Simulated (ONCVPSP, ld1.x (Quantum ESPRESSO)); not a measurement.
**Pseudopotentials across the periodic table**

Generated with ld1.x 7.5 (TM, RRKJ, ultrasoft, PAW), atompaw 4.2 or ONCVPSP 4.0.1. The cutoff is in Ry: for ld1.x and atompaw files where the sum of valence levels is converged to 10 mRy in a Bessel basis, for ONCV files where the hardest occupied wave has 1 mHa per electron of residual kinetic energy. The error is the largest all-electron minus pseudo excitation energy over each file’s own four to seven test configurations (ionisations up to +4, promotions, holes and added fractions of an electron), all of which were solved. The labels leave out finer settings (local radius, basis sizes, second energies), which also bear on the numbers. Spin-polarised tests are not counted. The rows are a selection from randomly drawn settings: files with unsolved tests, undetermined cutoffs or missed reference levels are left out.

A true bound ghost makes a file unfit for plane-wave use even where its test errors are small: the radial tests pick states by their node count and pass the ghost by.

| element | potential | cutoff (Ry) | largest error (meV) | bound ghosts |
| --- | --- | --- | --- | --- |
| P | ultrasoft, LDA (PZ), non-relativistic, rc 1.30/1.25 (sp), local smoothed, core correction yes, reference 3s2 3p2 | 25 | -93 | s, p |
| Sc | PAW, LDA (PZ), scalar-relativistic, rc 1.70/1.75/3.10 (spd), local smoothed, core correction yes, reference 3s2 3p6 3d1 4s1.75 4p0.25 | 30 | -33 | none |
| Nb | ONCV, PBE, scalar-relativistic, rc 1.90/1.90/1.65 (spd), local smoothed, core correction yes, reference 4s2 4p6 4d3.5, qcut 7.5/8.2/4.9, projectors 1/2/2 | 83 | +430 | none |
| Cd | ONCV, PBE, scalar-relativistic, rc 1.30/0.95/1.85 (spd), local smoothed, core correction yes, reference 4s2 4p6 4d9, qcut 7.4/7.4/7.8, projectors 2/3/2 | 395 | +29 | p |
| Bi | PAW, PBE, scalar-relativistic, rc 1.10/1.30/1.90 (spd), local smoothed, core correction yes, reference 5s2 5p6 5d10 6s2 6p2 | 60 | +93 | s, p |

Problem. Fill in the row for Zn: TM, PBE, non-relativistic, rc 2.00/3.15/3.05 (spd), local smoothed, core correction yes, reference 4s2 4p0.

Solution. cutoff 10 Ry, largest error -194 meV, bound ghosts: none.

Problem. Fill in the row for Sn: TM, PBE, scalar-relativistic, rc 1.95/1.90 (sp), local s, core correction no, reference 5s2 5p2.

Solution. cutoff 25 Ry, largest error +136 meV, bound ghosts: none.

Problem. Fill in the row for Cl: TM, BP86, fully relativistic, rc 1.30/1.15/1.35 (spd), local d, core correction yes, reference 3s2 3p5.

Solution. cutoff 70 Ry, largest error +130 meV, bound ghosts: none.
